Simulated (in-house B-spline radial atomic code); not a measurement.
A radial electron density 4πr²n(r) was computed for an atom or ion in its tabulated ground configuration with a B-spline radial code for spherical atoms; method: non-relativistic LDA VWN5, spin-polarised, spherical fractional occupations. Columns: r (bohr), 4πr²n(r) (electrons per bohr), bar.

```
 0.00338   0.4115 #
 0.00403   0.5722 #
 0.00481   0.7939 ##
 0.00573    1.092 ##
 0.00684    1.498 ###
 0.00815    2.035 #####
 0.00972    2.744 ######
  0.0116    3.667 ########
  0.0138    4.816 ###########
  0.0165    6.284 ##############
  0.0196    7.984 ##################
  0.0234    10.01 #######################
  0.0279    12.23 ############################
  0.0333    14.53 #################################
  0.0397    16.68 ######################################
  0.0474    18.42 ##########################################
  0.0565    19.42 ############################################
  0.0673    19.46 ############################################
  0.0803     18.5 ##########################################
  0.0957    16.76 ######################################
   0.114    14.79 #################################
   0.136    13.34 ##############################
   0.162    13.09 ##############################
   0.194    14.31 ################################
   0.231    16.46 #####################################
   0.275    18.44 ##########################################
   0.328    19.04 ###########################################
   0.391    17.46 #######################################
   0.466    13.91 ###############################
   0.556    9.496 #####################
   0.663    5.689 #############
   0.791    3.363 ########
   0.943    2.452 ######
    1.12    2.193 #####
    1.34    1.856 ####
     1.6    1.253 ###
    1.91   0.6245 #
    2.27   0.2253 #
    2.71  0.05298 
    3.23  0.00795 
    3.85 0.0006979 
    4.59 3.259e-05
```

(1) Which atom or ion is it?
A. Ca6+
B. Cl5+
C. K7+
D. Cl4+

Answers

(1) B. The area under the curve, ∫4πr²n dr = ∫r·4πr²n d(ln r) on this logarithmic grid, is 12 electrons; among the options with that count, the innermost peak, which lies near 1/Z bohr, picks Z = 17. The configuration is [Ne] 3s2.
